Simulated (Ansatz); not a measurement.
Li5, relaxed as a doublet with UKS PBE/def2-TZVP in Ansatz, starting from the GFN1-xTB geometry. Force threshold 0.02 eV/Å.

Another isomer (doublet) lies 0.11 eV lower at PBE0/def2-TZVP; other spin states weren't run for this one.

Start:

```xyz
5

Li    0.833    0.044   -1.594
Li    1.155    2.150   -0.407
Li   -1.309   -1.140    1.824
Li   -0.133   -1.721   -0.237
Li   -0.547    0.666    0.414
```

(1) Estimate the energy that the relaxation releases and the steps that it takes.

(2) Does the start keep its bonding?

(3) Predict the relaxed structure.

## Answers

(1) 1.08 eV, in 8 steps; 7 s on 4 threads of Intel Xeon Platinum 8488C on a shared host. No frequencies were taken in this run, so the end may be a saddle point.

(2) By distances, no bond broke or formed, bridged metal pairs apart. The bond that changes most is Li1–Li4, from 2.43 to 3.10 Å (atoms count from 1). Metal–metal contacts that move far: Li1–Li4 2.43 to 3.10 Å, Li2–Li5 2.40 to 2.99 Å, Li3–Li5 2.41 to 3.00 Å, Li1–Li2 2.44 to 3.01 Å, Li3–Li4 2.44 to 3.01 Å.

(3) 
```xyz
5

Li    1.140    0.089   -1.874
Li    1.234    2.853   -0.684
Li   -1.750   -1.419    2.249
Li   -0.391   -2.133   -0.341
Li   -0.233    0.610    0.650
```
Bond lengths (bridged metal pairs left out): 6 × Li–Li 2.92 to 3.01 Å.
